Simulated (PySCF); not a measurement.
C₆H₁₅OP.
SMILES: `[C@H]([P@@H](CC)=O)(CC)C`

Torsions of this conformer, `[CH3:1][CH2:2][C@@H:3]([CH3:4])[P@H:5](=[O:6])[CH2:7][CH3:8]`: C1–C2–C3–C4 -179°, C2–C3–P5–O6 -47°, C3–P5–C7–C8 -177°.

The closed-shell ground state was solved at several levels (PySCF, density fitting, gas phase, non-relativistic). The structure is a single PBE0-D3(BJ)/def2-SVP conformer in the gas phase; no vibrational or solvent corrections.

```csv
level,basis functions,HOMO (eV),LUMO (eV),gap (eV),dipole (D)
wB97X-D/pcSseg-1,218,-9.26,2.75,12.01,3.91
CAM-B3LYP/def2-SVPD,287,-8.84,1.12,9.96,4.15
```

(1) What might PBE0/pcSseg-1 (218 basis functions) give for the same quantities?

(2) Over all these levels, which gives the widest orbital gap and which the narrowest?

(3) How far do the dipole and the HOMO energy spread over the levels?

## Answers

(1) HOMO -7.37 eV, LUMO 0.96 eV, gap 8.33 eV, dipole 3.86 D.

(2) wB97X-D/pcSseg-1 (range-separated hybrid) has the widest, 12.01 eV, and PBE0/pcSseg-1 (global hybrid, 25 % exact exchange) the narrowest, 8.33 eV. The two share the basis. From the narrowest to the widest the HOMO moves by -1.89 eV and the LUMO by +1.79 eV.

(3) The dipole runs from 3.86 to 4.15 D (mean 3.97 D) and the HOMO from -9.26 to -7.37 eV.
